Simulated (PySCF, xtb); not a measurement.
HO2, SMILES [O]O, multiplicity 2.

Harmonic wavenumbers (cm⁻¹) from GFN2-xTB run with xtb at its own minimum, in rising order: 1281, 1326, 3221.

Task: What does PySCF with B3LYP-D3(BJ)/def2-TZVPD give at its own minimum? (An estimate is asked for; the answer gives what the named calculation found.)

Result: 1162, 1431, 3574. Paired by order, the mean absolute difference is 192 cm⁻¹ and the zero-point energies are 8.3 and 8.8 kcal/mol.
